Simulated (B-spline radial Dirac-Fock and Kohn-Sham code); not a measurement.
# What relativity does to the binding energies of Cu¹⁸⁺

System: the Cu¹⁸⁺ ion in the configuration [Ne] 3s1.

Both columns are ΔSCF binding energies of the configuration average from a radial B-spline solver: non-relativistic Hartree-Fock with a point nucleus, and Dirac-Fock with a finite nucleus and the Coulomb interaction alone, averaged over the two j levels with weights 2j+1.

```csv
shell,Hartree-Fock (eV),Dirac-Fock (eV),shift (eV),shift (%)
2p,1635.7,1642.2,+6.53,+0.40
3s,663.6,670.2,+6.64,+1.00
```

Relativity binds 2p, 3s more strongly, among those listed most of all 3s in relative terms.

Values without a named source are computed, but for edge energies of neutral atoms, which are taken from tables.
